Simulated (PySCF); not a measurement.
C4H6ClFSi (charge +1 and doublet state).
Z-matrix (Å and degrees, GFN2-xTB geometry), rows numbered from 1:
```
F 
C   1  1.3123
C   2  1.4488  1  120.03
Si  3  1.9637  2  101.65  1   149.33
C   4  1.9450  3   88.21  2    30.03
C   2  1.3908  1  120.63  3   173.61
Cl  6  1.6841  2  121.89  1     2.73
H   3  1.0935  2  111.72  1   -99.96
H   3  1.0889  2  111.34  1    19.00
H   4  1.4553  3  110.66  2   143.68
H   4  1.4596  3  109.31  2   -81.64
H   5  1.0884  4  118.44  3  -153.63
H   5  1.0947  4  107.81  3    86.82
```

The hyperfine couplings belong to this conformer and change with its torsions.

As a line formula: `F[C+]1C[SiH2]C[C]1Cl` [radical] (charge +1).

Computed with UKS B3LYP, pcH-1 on C Cl F H Si, non-relativistic, mean-field spin-orbit, GIAO (PySCF). Geometry: GFN2-xTB, one conformer, isolated ion. The geometry wasn't refined by DFT: couplings that depend on bond lengths, twists or pyramidal angles can differ widely from those at the functional's own minimum, by a factor of two or more for some ions and for spin on atoms past the first row. Stability of the SCF solution: not tested.

Principal values of hyperfine tensors in MHz (contact, dipolar and spin–orbit terms together), for some of the nuclei:

| atom | isotope | A1 | A2 | A3 |
| --- | --- | --- | --- | --- |
| H8 | 1H | 114.40 | 116.80 | 127.11 |
| H13 | 1H | 108.52 | 110.09 | 119.68 |
| F1 | 19F | -84.09 | -79.29 | 389.77 |
| Si4 | 29Si | -53.41 | -37.96 | -37.66 |
| H12 | 1H | 21.35 | 23.51 | 30.43 |
| C6 | 13C | -11.54 | -8.19 | 85.67 |
| H11 | 1H | 16.96 | 17.51 | 21.91 |
| C2 | 13C | -14.87 | -10.67 | 79.36 |

**Question.** Split each tensor into its isotropic and traceless parts, and turn a_iso into mT with g = 2.0088.

**Answer.** a_iso is a third of the trace, T = A − a_iso, and a(mT) = a(MHz)/(g × 13.996). The tensors hold a spin–orbit part: the run splits a_iso into a_FC + a_SO, and T includes its anisotropic share.

| atom | a_iso (MHz) | a_FC | a_SO | a_iso (mT) | T1 | T2 | T3 |
| --- | --- | --- | --- | --- | --- | --- | --- |
| H8 | 119.43 | 119.44 | 0.00 | 4.248 | -5.04 | -2.64 | 7.67 |
| H13 | 112.76 | 112.76 | 0.01 | 4.011 | -4.24 | -2.67 | 6.91 |
| F1 | 75.47 | 74.68 | 0.79 | 2.684 | -159.56 | -154.75 | 314.31 |
| Si4 | -43.01 | -43.05 | 0.04 | -1.530 | -10.40 | 5.05 | 5.35 |
| H12 | 25.10 | 25.06 | 0.04 | 0.893 | -3.75 | -1.59 | 5.33 |
| C6 | 21.98 | 21.45 | 0.53 | 0.782 | -33.52 | -30.17 | 63.69 |
| H11 | 18.80 | 18.80 | 0.00 | 0.669 | -1.83 | -1.29 | 3.12 |
| C2 | 17.94 | 18.09 | -0.15 | 0.638 | -32.81 | -28.61 | 61.42 |

**Question.** What spin density at the nucleus of H12 lies behind its contact coupling (g_N = 5.58569)?

**Answer.** a_FC = 800.24 MHz bohr³ × g_N × ρ(0)/(2S). With a_FC = 25.06 MHz and 2S = 1, ρ(0) = 0.005606 bohr⁻³. In magnitude that is 1.8 % of the 1/π = 0.318 of a free hydrogen atom.

**Question.** H9 (1H, g_N = 5.58569) isn't in the table. Its spin density at the nucleus is 0.003996 bohr⁻³. What is its contact coupling?

**Answer.** By the same relation, a_FC = 17.86 MHz. Its full tensor has the principal values 14.04, 15.94, 23.62 MHz.

**Question.** Name the largest traceless tensor T of the table and describe it.

**Answer.** F1: -159.6, -154.8, 314.3 MHz (the dipolar term alone has -161.7, -153.5, 315.3), axial, in the ratio −1:−1:+2.

**Question.** In a single crystal, with the field along each principal axis of the tensor of F1 in turn, what first-order splitting does this nucleus give (isotropic g, quadrupole terms neglected)?

**Answer.** 2 lines (I = 1/2), spaced by |A_i|/(g × 13.996): 2.99, 2.82, 13.86 mT along the axes of A1, A2 and A3.
